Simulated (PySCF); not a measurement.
FS, SMILES F[S], multiplicity 2. Atoms are numbered in the order given.

```xyz
2

S      0.0000     0.0000    -0.5742
F      0.0000     0.0000     1.0207
```
Charge 0, spin multiplicity 2.

Geometry: PBE0-D3(BJ)/def2-TZVPD.

These are B3LYP/pcH-1 run with PySCF values and carry that method's errors.

Unrestricted Kohn–Sham, ⟨S²⟩ = 0.752. Hyperfine tensors hold the contact and dipolar terms, without spin-orbit corrections.

Computed hyperfine couplings:
| nucleus | A(iso) (MHz) | A(iso) (G) | dipolar principal values (MHz) |
|---|---|---|---|
| 33S no. 1 | 15.0 | 5.4 | -91.0, -88.1, 179.0 |
| 19F no. 2 | 113.9 | 40.6 | -270.5, -259.9, 530.4 |
